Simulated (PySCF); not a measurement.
BCl₂I, SMILES ClB(Cl)I. Geometry optimised at B3LYP-D3(BJ)/def2-SVP. The def2 effective core potentials stand for the cores of I; spin–orbit coupling is left out.

These are B3LYP-D3(BJ)/def2-SVP in PySCF values and carry that method's errors.

Harmonic wavenumbers (cm⁻¹): 184, 202, 376, 402, 835, 964. Rotational constants (GHz): 3.115, 1.188, 0.8600; symmetry number 2.

Task: Work out the zero-point energy and the ideal-gas rigid-rotor harmonic-oscillator thermochemistry at 298.15 K and 1 atm.

Result: ZPE = ½ Σ hcν = ½ × 2963 cm⁻¹ = 4.24 kcal/mol. H − E(el) = 7.80 kcal/mol. Entropy in cal/(mol K): translation 41.91, rotation 27.63, vibration 6.71, total 76.24. G − E(el) = -14.94 kcal/mol. Cp = 15.65 cal/(mol K).
